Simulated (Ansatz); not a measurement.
Ansatz (an electronic-structure program) input:

Ansatz 0.2 input:
```yaml
crystal:
  periodic: [false, false, false]
  atoms:
    - {symbol: B, position_ang: [0.04258959, 0.75223681, -0.02933815]}
    - {symbol: O, position_ang: [1.39717773, 0.54891874, -0.05499463]}
    - {symbol: C, position_ang: [1.98046181, -0.67390060, -0.02334560]}
    - {symbol: O, position_ang: [-0.79621940, -0.30712183, 0.03112602]}
    - {symbol: C, position_ang: [-2.20876134, -0.15348079, 0.06007564]}
    - {symbol: H, position_ang: [-0.34534936, 1.87891785, -0.06217413]}
    - {symbol: H, position_ang: [3.05686825, -0.67506447, -0.04976574]}
    - {symbol: H, position_ang: [1.36564447, -1.55861766, 0.02504349]}
    - {symbol: H, position_ang: [-2.63776068, -0.67136997, -0.79836622]}
    - {symbol: H, position_ang: [-2.59416205, -0.60467550, 0.97498639]}
    - {symbol: H, position_ang: [-2.49605805, 0.89953864, 0.02753568]}
basis:
  gaussian:
    orbitals: aug-cc-pVDZ
magnetization: {spin_polarized: true, initial_magnetization: 1}
correlation: {method: ccsd_t, electrons: outside_noble_gas}
output: {forces: true}
```

**Question.** Which total energy does the run end on?

**Answer.** -254.51569 Eh (CCSD(T)/aug-cc-pVDZ). The basis has 169 functions.

It need not be the lowest isomer of its formula.
